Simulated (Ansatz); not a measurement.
Reaction (cleavage of the B–Ge bond): `F[BH][GeH2][F]` + `N[SiH3]` → `FBN[SiH3]` + `[F][GeH3]`

Gas-phase electronic energies from Ansatz, PBE0-D4/def2-TZVP geometries. CCSD(T)/CBS adds triple-zeta CCSD(T) − MP2 to the extrapolated MP2 energy (def2 sets, frozen cores). This one scheme is used for every species. DFT in def2-TZVPP. HSE06 is defined as in plane-wave codes. For Ge outer-core shells are correlated without core-valence functions, which leaves a few kJ/mol of doubt a bond. Scalar relativity is left out up to krypton. Each species was taken in one conformer, which may not be the lowest.

`F[BH][GeH2][F]`:

Cartesian coordinates in Å:
```
F -0.467 -1.391 -1.630
B 0.391 -0.588 -1.047
Ge -0.153 0.432 0.688
F -1.802 0.019 1.097
H 1.476 -0.474 -1.550
H 0.691 0.039 1.915
H -0.135 1.963 0.526
```

`N[SiH3]`:

Cartesian coordinates in Å:
```
N -1.024 -0.277 -0.108
Si 0.600 0.272 0.031
H -1.559 -0.466 0.724
H -1.271 -0.921 -0.842
H 0.619 1.400 0.998
H 1.593 -0.738 0.507
H 1.043 0.730 -1.311
```

`FBN[SiH3]`:

Cartesian coordinates in Å:
```
F 0.874 -1.640 0.974
B 1.399 -0.540 0.423
N 0.528 0.387 -0.162
Si -1.214 0.258 -0.252
H 2.586 -0.395 0.452
H 0.951 1.206 -0.570
H -1.619 -0.952 -1.010
H -1.814 0.202 1.103
H -1.691 1.473 -0.959
```

`[F][GeH3]`:

```xyz
5

F     0.907    1.305    0.445
Ge   -0.050   -0.072   -0.024
H    -1.475    0.208    0.467
H     0.037   -0.154   -1.553
H     0.580   -1.288    0.665
```

| level | ΔE (kJ/mol) | difference from CCSD(T)/CBS |
| --- | --- | --- |
| B97M-V | -159.3 | -5.1 |
| ωB97M-V | -157.8 | -3.6 |
| PBE-QIDH | -157.9 | -3.7 |
| PBE0 | -151.2 | 3.0 |
| r2SCANh | -157.2 | -3.0 |
| HSE06 | -151.2 | 3.0 |
| CAM-B3LYP | -159.4 | -5.2 |
| MP2/def2-SVP | -182.4 | -28.2 |
| CCSD/def2-SVP | -177.9 | -23.7 |
| CCSD(T)/def2-SVP | -178.1 | -23.9 |
| HF/def2-TZVPP | -165.2 | -11.0 |
| SCS-MP2/def2-TZVPP | -159.9 | -5.7 |
| CCSD(T)/def2-TZVPP | -156.6 | -2.4 |
| HF/def2-QZVPP | -166.3 | -12.1 |
| MP2/def2-QZVPP | -160.0 | -5.8 |
| MP2/CBS(def2) | -158.7 | -4.5 |
| CCSD(T)/CBS | -154.2 | 0 |

Largest T1 diagnostic among the species: 0.013.

At CCSD(T), def2-SVP lies −23.9 kJ/mol from the extrapolated value and def2-TZVPP −2.4 kJ/mol. Leaving LDA and LC-ωPBE aside and taking each functional with its dispersion term where it has one, the values, not all of them listed here, spread over 15.9 kJ/mol, from BHLYP-D4 to revPBE-D4. LDA lies −12.4 kJ/mol from PBE without D4. From PBE to PBE0 (25 % exact exchange), in def2-TZVPP and without D4, ΔE moves by −5.3 kJ/mol.
